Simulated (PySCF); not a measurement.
## Co (cobalt, neutral) across methods

[Ar] 3d6 4s2 4p1, one real determinant (an excited configuration). All numbers are calculated (PySCF 2.14, scalar relativity by spin-free X2C-1e, in x2c-TZVPPall).

```tsv
method	E (hartree)	mean ε 4s α (eV)	mean ε 4s β (eV)	mean ε 4p α (eV)	Σ⟨r²⟩ (bohr²)	⟨S²⟩
r2SCAN0	-1392.914	-9.151	-7.382	-3.870	41.89	8.764
UHF	-1391.67789	-11.194	-8.555	-5.591	42.57	8.759
PBE	-1392.713	-7.902	-6.526	-2.796	41.79	8.757
PBE0	-1392.742	-8.940	-7.291	-3.694	41.87	8.759
LDA	-1390.283	-8.085	-6.755	-2.778	41.51	8.756
BLYP	-1393.040	-7.668	-6.569	-2.486	41.72	8.756
r2SCAN	-1392.935	-8.208	-6.643	-3.086	41.82	8.764
MN15	-1393.716	-9.265	-8.001	-3.819	41.84	8.757
CAM-B3LYP	-1393.058	-10.231	-8.650	-4.715	41.73	8.758
```

⟨L²⟩ = 8.08 against 12 for a pure F term, so this real determinant mixes terms.
